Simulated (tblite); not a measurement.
Compound: C4H14N2Si3.
Geometry (GFN2-xTB, Å), atoms numbered from 1 in this order:
```xyz
23
C4H14N2Si3 angstrom
C      1.378    1.440    0.619
C      0.834    0.607   -0.543
Si     2.239    0.073   -1.713
Si    -0.215   -0.846    0.095
N      0.818   -1.954    0.920
C     -1.043   -1.613   -1.413
N     -1.548   -2.111   -2.313
C     -1.632   -0.361    1.261
Si    -2.786    0.992    0.592
H      1.957    2.287    0.254
H      0.570    1.827    1.238
H      2.027    0.836    1.250
H      0.162    1.247   -1.125
H      1.703   -0.762   -2.787
H      3.243   -0.688   -0.959
H      2.882    1.266   -2.271
H      0.417   -2.712    1.448
H      1.677   -2.248    0.485
H     -1.212   -0.040    2.213
H     -2.227   -1.249    1.476
H     -2.050    2.254    0.471
H     -3.894    1.183    1.533
H     -3.304    0.601   -0.719
```

Computed values, GFN2-xTB/tblite, gas phase, harmonic and unscaled. The method is semi-empirical: single wavenumbers can be off by several per cent or more. Modes of hydrogen on silicon can be 10 to 20 % off. One conformer, not necessarily the lowest.

Harmonic wavenumbers (cm⁻¹): 35.4, 51.1, 68.1, 84.9, 97.3, 123.3, 125.7, 142.8, 163.2, 188.9, 211.7, 214.4, 226.0, 267.9, 320.7, 334.9, 345.8, 485.2, 490.4, 493.2, 528.2, 543.8, 589.3, 636.7, 691.5, 714.3, 775.9, 778.5, 783.3, 788.2, 794.6, 795.6, 801.2, 806.0, 851.1, 897.0, 991.7, 1016.0, 1055.1, 1081.1, 1134.3, 1157.4, 1273.4, 1422.3, 1455.8, 1507.8, 1511.2, 1517.8, 2219.6, 2236.0, 2244.1, 2246.6, 2275.0, 2277.7, 2350.9, 2913.1, 2976.9, 2989.6, 2997.9, 3008.2, 3029.4, 3472.4, 3509.9.

A = 1127, B = 676.6, C = 574.3 MHz; mass 174.046 u (most abundant isotopes); point group C1, symmetry number 1.

Question: What is the zero-point energy?

Answer: ½Σν̃ = 36059 cm⁻¹ = 103.10 kcal/mol.

Question: Give the ideal-gas entropy at 400 K and 1 bar in the rigid-rotor, harmonic-oscillator model (classical rotation).

Answer: Translation 42.86, rotation 31.85, vibration 70.21: S = 144.9 cal/(mol K).

Question: And Cp and H(400 K) − H(0)?

Answer: Cp = 69.32 cal/(mol K), of which vibrations give 61.38 (their classical limit is 63 R = 125.2); H(400 K) − H(0) = 17.06 kcal/mol without the zero-point energy, 13.88 from vibrations.

Question: Which modes carry the vibrational entropy at 400 K?

Answer: 35.4 cm⁻¹: 6.08; 51.1 cm⁻¹: 5.36; 68.1 cm⁻¹: 4.79; 84.9 cm⁻¹: 4.35; 97.3 cm⁻¹: 4.08; 123.3 cm⁻¹: 3.62 cal/(mol K); the other 57 give 41.92 together.

Question: What must be added to the electronic energy to get the Gibbs energy at 400 K and 1 bar?

Answer: ZPE + [H(400 K) − H(0)] − T·S = 103.10 + 17.06 − 57.97 = 62.19 kcal/mol.

Hindered rotation and anharmonicity are outside this model. Other conformers, if any are populated, would add a mixing term that is left out. The structure is chiral; the term R ln 2 for an equal mix with its mirror image is left out.
